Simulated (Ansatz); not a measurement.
Computed with Ansatz on PBE0-D4/def2-TZVP structures; ΔE is electronic, products minus reactants. CBS: MP2 limit from def2 TZ/QZ plus the TZ coupled-cluster correction, frozen cores. This one scheme is used for every species. Functionals use def2-TZVPP.

Consider the substitution at a C–C bond: `CC(F)([SiH3])Cl` + HCl → `FC([SiH3])(Cl)Cl` + CH₄.

**Question.** Is it downhill or uphill in electronic energy at CCSD(T)/CBS, and by how much? (Estimate.)

**Answer.** Ansatz gave: Uphill: ΔE = +37.6 kJ/mol.

**Question.** What do these levels give: PBE-D4, CAM-B3LYP-D4, ωB97X-V, revPBE, r2SCAN0, BHLYP? (Best estimate.)

**Answer.** Ansatz gave: PBE-D4 25.8, CAM-B3LYP-D4 36.2, ωB97X-V 35.6, revPBE 22.9, r2SCAN0 35.1, BHLYP 38.5 kJ/mol.

Largest T1 diagnostic among the species: 0.012.

From PBE to PBE0 (25 % exact exchange), in def2-TZVPP and without D4, ΔE moves by +8.0 kJ/mol. Leaving LDA and LC-ωPBE aside and taking each functional with its dispersion term where it has one, the values, not all of them listed here, spread over 14.0 kJ/mol, from BLYP-D4 to PBE-QIDH. LDA lies +6.6 kJ/mol from PBE without D4.
